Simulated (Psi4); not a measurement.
Psi4 input (wB97X-D/6-311+G**):

```
memory 1500 MB

molecule {
1 1
O    -0.00000000   -0.00000000   -1.03556991
Si    0.00000000    0.00000000    0.45356387
H     0.00000000    0.00000000    1.93466511
symmetry c1
no_reorient
no_com
}

set {
  basis 6-311+G**
  reference rks
  scf_type pk
  dft_radial_points 99
  dft_spherical_points 590
  e_convergence 1e-8
  d_convergence 1e-7
  maxiter 150
}

e = energy('wb97x-d')
print_out(f'\nFINAL {e:.10f} DIPOLE {variable("CURRENT DIPOLE")[0]:.6f} {variable("CURRENT DIPOLE")[1]:.6f} {variable("CURRENT DIPOLE")[2]:.6f}\n')
```

From the last part of the output:

```
      36A      0.913133    37A      0.986412    38A      0.986412
      39A      1.035964    40A      1.202086    41A      1.202086
      42A      1.357979    43A      1.815161    44A      2.370137
      45A      2.636828    46A      2.636830    47A      2.788217
      48A      2.788217    49A      3.346835    50A      4.798436
      51A      4.798436    52A      4.948957    53A      5.569937
      54A     11.035891    55A     11.035891    56A     11.382324
      57A     49.686683    58A    140.924013

    Final Occupation by Irrep:
              A
    DOCC [    11 ]
    NA   [    11 ]
    NB   [    11 ]

  @RKS Final Energy:  -364.92121155833092

   => Energetics <=

    Nuclear Repulsion Energy =             46.2275058531282639
    One-Electron Energy =                -590.1693603753867592
    Two-Electron Energy =                 200.3137621899598457
    DFT Exchange-Correlation Energy =     -21.2929831006246140
    Empirical Dispersion Energy =          -0.0001361254076389
    VV10 Nonlocal Energy =                  0.0000000000000000
    Total Energy =                       -364.9212115583309242

Computation Completed

Properties will be evaluated at   0.000000,   0.000000,   0.000000 [a0]

Properties computed using the SCF density matrix

 Multipole Moments:

 ------------------------------------------------------------------------------------
     Multipole            Electronic (a.u.)      Nuclear  (a.u.)        Total (a.u.)
 ------------------------------------------------------------------------------------

 L = 1.  Multiply by 2.5417464519 to convert [e a0] to [Debye]
 Dipole X            :         -0.0000000            0.0000000           -0.0000000
 Dipole Y            :         -0.0000000            0.0000000           -0.0000000
 Dipole Z            :          2.3677003            0.0000000            2.3677003
 Magnitude           :                                                    2.3677003

 ------------------------------------------------------------------------------------

FINAL -364.9212115583 DIPOLE -0.000000 -0.000000 2.367700

*** Psi4 exiting successfully. Buy a developer a beer!
```

The dipole moment of an ion depends on the origin.
